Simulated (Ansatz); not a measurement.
A trace of molecular dynamics of CH9NO2Si2 (15 atoms, charge 0, multiplicity 1).

Theory: UKS PBE0-D4/STO-3G in Ansatz.

```
ensemble                      : NVE (velocity Verlet)
starting velocities drawn for : 700 K
masses                        : H 2.014 u
seed                          : 903867
```

```tsv
time (fs)	T (K)	potential energy less start (eV)	conserved less start (meV/atom)
0.0	700	0.000	0.00
2.0	616	0.141	0.06
4.0	475	0.380	0.12
6.0	401	0.504	0.11
8.0	390	0.523	0.11
10.0	428	0.458	0.10
12.0	492	0.350	0.05
14.0	491	0.352	0.06
16.0	439	0.441	0.10
18.0	409	0.491	0.10
20.0	411	0.488	0.10
22.0	443	0.433	0.09
24.0	484	0.363	0.05
26.0	458	0.408	0.07
28.0	392	0.519	0.11
30.0	365	0.564	0.11
32.0	390	0.523	0.11
34.0	456	0.412	0.09
36.0	512	0.316	0.04
38.0	480	0.372	0.07
40.0	423	0.467	0.11
42.0	426	0.462	0.10
44.0	466	0.395	0.09
46.0	518	0.308	0.08
48.0	559	0.237	0.04
50.0	528	0.290	0.06
```

Task: Can this run be trusted? Judge the integration.

Result: The conserved energy stayed within 0.12 meV per atom of its start (net change 0.064 meV per atom), so the integration is sound. A run of 0.05 ps of so small a system gives no equilibrium averages. Limits of this set-up: minimal basis. The time step was 0.5 fs.

The run took 5.3 min on 1 thread of Intel(R) Xeon(R) 6975P-C (Granite Rapids), with other jobs on the host, peak memory 0.21 GiB.
